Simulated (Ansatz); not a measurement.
Relaxation of a periodic cell of 17 atoms, Si (host Si, host structure diamond, interstitial Si), to a largest force component of 0.03 eV/Å in at most 60 steps.

Computed with Ansatz 0.2.0, DFT LDA, scalar-relativistic, plane waves, PAW. Settings: PAW set soft_1, cutoff 420 eV, k mesh 2x2x2, gaussian smearing 0.05 eV, no spin polarisation.

```xyz
17
Lattice="0.0000 5.4300 5.4300 5.4300 0.0000 5.4300 5.4300 5.4300 0.0000" Properties=species:S:1:pos:R:3
Si 0.000 0.000 0.000
Si 1.357 1.357 1.357
Si 2.715 2.715 0.000
Si 4.072 4.072 1.357
Si 2.715 0.000 2.715
Si 4.072 1.357 4.072
Si 5.430 2.715 2.715
Si 6.787 4.072 4.072
Si 0.000 2.715 2.715
Si 1.357 4.072 4.072
Si 2.715 5.430 2.715
Si 4.072 6.787 4.072
Si 2.715 2.715 5.430
Si 4.072 4.072 6.787
Si 5.430 5.430 5.430
Si 6.787 6.787 6.787
Si 3.984 6.752 6.798
```

Q: Where does it end, and by what steps?

A: The forces met the threshold. Limits of this set-up: coarse k mesh, PAW files made for another functional, a small cell, in which the defect meets its images. After 3 steps the energy has fallen by 0.145 eV; Si17 moved furthest, 0.09 Å.

| step | energy less start (eV) | largest force component (eV/Å) | accepted |
| --- | --- | --- | --- |
| 0 | 0.0000 | 0.814 | yes |
| 1 | -0.1202 | 0.379 | yes |
| 2 | -0.1446 | 0.032 | yes |
| 3 | -0.1451 | 0.003 | yes |

```xyz
17
Lattice="0.0000 5.4300 5.4300 5.4300 0.0000 5.4300 5.4300 5.4300 0.0000" Properties=species:S:1:pos:R:3
Si 0.000 -0.007 -0.005
Si 1.319 1.355 1.358
Si 2.688 2.734 -0.021
Si 4.067 4.104 1.358
Si 2.688 -0.023 2.737
Si 4.067 1.355 4.107
Si 5.445 2.733 2.736
Si 6.781 4.070 4.073
Si 0.000 2.718 2.721
Si 1.353 4.071 4.073
Si 2.705 5.423 2.721
Si 4.067 6.786 4.040
Si 2.705 2.718 5.426
Si 4.067 4.037 6.788
Si 5.446 5.407 5.410
Si 6.816 6.785 6.788
Si 4.066 6.785 6.788
```

Run time: 22 s on 1 thread of Arm Neoverse V2 (shared host), peak memory 0.46 GiB.
